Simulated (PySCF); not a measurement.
Telling isomers of C$_{6}$H$_{6}$F$_{3}$N apart by NMR

[PySCF 2.14: GFN2-xTB structure; PBE0/pcSseg-1 with gauge-including orbitals; equivalent nuclei averaged; in vacuum; one conformer; relativity neglected]

References, each an isolated molecule treated in the same way: ¹H and ¹³C vs TMS. Splittings of carbon signals by F and P are missing where no couplings were computed. Where no couplings were computed, multiplicities follow the n + 1 count of equivalent neighbours, and m marks all less simple cases (inequivalent or close neighbours, rings, F or P nearby). Shifts are as computed. Against solution values, carbons near 30 ppm lie about +3 ppm off and those near 130 ppm about +5 ppm (rms about the fit 2.1 ppm; single classes can miss by 10 ppm). Of 1328 compounds with measured shifts, 309 miss one by over three times the rms of a fit or turn the order of signals round; such compounds aren't used in these exercises. Signals without a measured value on file couldn't be tested in this way; 1H shifts scatter by 0.2 ppm about their fit, and single ones miss by 0.5 ppm.

(1) Tabulate the signals of `C=C(CCC#N)C(F)(F)F`, `CC/C=C(\C#N)C(F)(F)F` and their relative energies.

(2) What is the quickest way to tell C=C(CCC#N)C(F)(F)F from CC/C=C(\C#N)C(F)(F)F?

Results:

(1) 
```tsv
SMILES	carbon types	δC	δH	E rel. (kcal/mol)
C=C(CCC#N)C(F)(F)F	3×C 3×CH2	142.1, 133.3, 132.7, 123.3, 30.4, 19.7	6.48 (m, 1H), 6.23 (m, 1H), 2.52 (m, 2H), 2.50 (m, 2H)	0.0
CC/C=C(\C#N)C(F)(F)F	3×C 1×CH 1×CH2 1×CH3	168.3, 130.8, 117.3, 112.5, 30.6, 15.0	7.41 (m, 1H), 2.70 (m, 2H), 1.23 (t, 3H)	0.1
```

Energies are electronic energies at PBE0/pcSseg-1 on these geometries, without zero-point or thermal terms, each for the one conformer computed, which needn't be the lowest.

(2) Both give the same number of carbon signals, but DEPT or the intensities differ. The first has a terminal =CH2 carbon at 132.7 ppm, the second an alkene CH at 168.3 ppm. Their most deshielded carbons lie at 142.1 and 168.3 ppm. In the proton spectra the most deshielded non-exchanging signals are 6.48 (m, 1H) and 7.41 (m, 1H).
